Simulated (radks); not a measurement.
Results of a calculation; reference values are marked as such.
Ionisation of neutral tungsten, [Xe] 4f14 5d4 6s2, to W+, [Xe] 4f14 5d4 6s1, under several functionals. Dirac Kohn-Sham, spin-unpolarised, spherical densities, finite nucleus; open shells fill j = l - 1/2 first; a radial shooting solver on a logarithmic mesh with Libxc functionals.

| functional | E(W) (hartree) | Exc (hartree) | IE (eV) | -e(HOMO) (eV) | <r> HOMO (bohr) | IE error (eV) |
|---|---|---|---|---|---|---|
| OLYP | -16169.1801 | -331.0751 | 8.406 | 4.504 | 2.021 | +0.542 |
| RPBE | -16163.8737 | -325.5513 | 8.666 | 4.597 | 2.041 | +0.802 |
| XLYP | -16165.2913 | -326.9732 | 8.718 | 4.528 | 2.047 | +0.854 |
| B86b exchange with PBE correlation | -16164.6224 | -326.3088 | 8.790 | 4.664 | 2.042 | +0.926 |
| Wu-Cohen GGA | -16162.2482 | -323.9163 | 8.819 | 4.679 | 2.040 | +0.955 |
| revPBE | -16163.7355 | -325.4125 | 8.683 | 4.597 | 2.041 | +0.819 |

NIST Atomic Spectra Database: 7.864 eV (measured). Closest: OLYP. The Delta-SCF values span 0.41 eV, the total energies 6.93 hartree. The highest occupied level is 5d3/2. Spin polarisation and multiplet splitting are left out, so open shells lie too high by an amount that depends on their filling.

Beside tabulated values, note that spin-unpolarised runs miss the spin-polarisation part of the exchange energy of open shells.
